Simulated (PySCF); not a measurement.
Compound: C₈H₅BF₂.
SMILES: `C#CC1=CC=C(B(F)F)C=C1`

Linear response at wB97X-D/def2-SVPD (PySCF, frozen core in the response, non-relativistic). Isolated species at its PBE0-D3(BJ)/def2-SVP geometry, gas phase.

Static isotropic polarisability: 109.55 au (16.23 Å³), principal values 60.3, 98.3, 170.1 au.

Q: What is the polarisability at 1064 nm and at the sodium D line?

A: 111.42 au at 1064 nm (+1.7 %), 116.21 au at 589.3 nm (+6.1 %). The rise at 589.3 nm is 3.57 times that at 1064 nm; a pure ω² law gives 3.26. The lowest singlet lies at 252 nm, shorter than both wavelengths.

Q: What is the isotropic C6 coefficient between two such molecules, C6 = (3/π)∫α(iω)² dω?

A: 4164 au (Eh·bohr⁶) by a ten-point quadrature over imaginary frequencies, which is 2490 eV·Å⁶ or 240 J·nm⁶/mol.

Q: Which effective excitation energy ω̄ makes London's formula C6 = (3/4)α²ω̄ exact here?

A: ω̄ = 4·C6/(3α²) = 0.463 Eh = 12.6 eV. A one-pole form α(ω) = α/(1 − ω²/ω̄²) fitted to the 1064 nm value gives 9.0 eV.

Q: What does −C6/R⁶ come to at R = 12 Å between centres?

A: -80 J/mol. This is the leading, orientation-averaged term; C8 and higher terms are left out.

Q: How anisotropic is the static polarisability, by Δα² = ½[(α1 − α2)² + (α2 − α3)² + (α3 − α1)²]?

A: Δα = 96.6 au, or 0.88 of the isotropic value.

Q: What three-body coefficient follows from the one-pole estimate C9 = (3/4)·α·C6?

A: 342000 au. This is an estimate from the two numbers above, not a computed integral.

Rough CPU time on one thread of a shared machine: about 4 min (grids of density and orbitals included). This is the whole response run at wB97X-D/def2-SVPD, SCF included.

Conformer computed: `[CH:1]#[C:2][c:3]1[cH:4][cH:5][c:6]([B:7]([F:8])[F:9])[cH:10][cH:11]1`: C5–C6–B7–F8 -1°.

Note: wB97X-D ran without an empirical dispersion term, which enters the total energy and its gradient alone.
